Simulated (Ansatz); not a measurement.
Program: Ansatz. Geometries: PBE0-D4/def2-TZVP. ΔE: electronic, gas phase. CCSD(T)/CBS is the MP2 limit (def2-TZVPP, def2-QZVPP) plus CCSD(T) − MP2 in def2-TZVPP, frozen cores. This one scheme is used for every species. Functionals use def2-TZVPP. One conformer a species, not always the lowest.

`F[SiH2][SiH](F)F` + H₂S → `F[SiH](F)S` + `F[SiH3]`  (cleavage of the Si–Si bond)

`F[SiH2][SiH](F)F`:

Cartesian coordinates in Å:
```
F 0.470 0.392 -2.198
Si -0.253 -0.480 -1.062
Si 0.281 0.443 1.038
F -0.394 1.876 1.185
F -0.356 -0.500 2.153
H 0.248 -1.874 -1.157
H -1.717 -0.451 -1.302
H 1.722 0.595 1.344
```

H₂S:

```xyz
3

S     0.029   -0.084    0.613
H     0.870   -0.337   -0.401
H    -0.899    0.421   -0.212
```

`F[SiH](F)S`:

Z-matrix (Å, degrees):
```
Si
F 1 1.585
S 1 2.104 2 111.3
F 1 1.585 2 105.3 3 120.8
H 1 1.470 2 109.7 3 -121.2
H 3 1.346 1 93.3 2 58.6
```

`F[SiH3]`:

Z-matrix (Å, degrees):
```
Si
F 1 1.600
H 1 1.482 2 108.3
H 1 1.482 2 108.3 3 -120.0
H 1 1.482 2 108.3 3 120.0
```

| species | r2SCANh-D4 energy (Eh) |
| --- | --- |
| `F[SiH2][SiH](F)F` | -880.46796 |
| H₂S | -399.37252 |
| `F[SiH](F)S` | -888.70893 |
| `F[SiH3]` | -391.16530 |

Q: Work out ΔE.

A: ΔE = (-888.70893) + (-391.16530) − (-880.46796) − (-399.37252) = -0.03375 Eh = -21.2 kcal/mol. CCSD(T)/CBS gives -21.1 kcal/mol.

Largest T1 diagnostic among the species: 0.012.

From PBE to PBE0 (25 % exact exchange), in def2-TZVPP and without D4, ΔE moves by −1.3 kcal/mol. Leaving LDA and LC-ωPBE aside and taking each functional with its dispersion term where it has one, the values, not all of them listed here, spread over 3.8 kcal/mol, from ωB97M-V to PBE-D4. LDA lies −0.8 kcal/mol from PBE without D4.
